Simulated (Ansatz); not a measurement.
The cluster Cu₂Te₂ was relaxed with PBE-D4 (def2-SVP) in Ansatz in these states: neutral quintet, neutral singlet, neutral triplet. The geometries follow in no particular order.

In the def2 sets Te takes a core potential; there is no spin–orbit coupling.

A:

```tsv
atom	x (Å)	y (Å)	z (Å)
Cu1	0.950	-0.210	-0.831
Cu2	-0.947	0.212	0.833
Te3	0.592	-1.704	1.106
Te4	-0.594	1.701	-1.108
```

B:

```xyz
4

Cu   -0.713    0.896    1.486
Cu    0.716   -0.902   -1.481
Te    1.447    0.915    0.142
Te   -1.450   -0.909   -0.147
```

C:

Cartesian coordinates in Å:
```
Cu -0.188 0.996 0.885
Cu 0.895 -0.546 -0.844
Te -0.994 0.907 -1.431
Te 0.287 -1.358 1.390
```

Q: Judge from the bond lengths which geometry belongs to which state (an estimate).

A: A is the neutral triplet (Cu1–Cu2 2.559 Å, Cu2–Te3 2.472 Å, Cu1–Te4 2.472 Å); B is the neutral quintet (Cu1–Cu2 3.751 Å, Cu2–Te3 2.543 Å, Cu1–Te4 2.543 Å); C is the neutral singlet (Cu1–Cu2 2.558 Å, Cu2–Te3 2.454 Å, Cu1–Te4 2.454 Å).

This restricted singlet of an open-shell metal (gap down to 0.49 eV) wasn't tested against broken symmetry. At PBE0-D4/def2-TZVP a triplet lies 2.56 eV below the neutral quintet. At PBE0-D4/def2-TZVP a triplet lies 0.06 eV below the neutral singlet. These are the stationary points nearest to one start from a short search; other shapes may lie lower in each state.
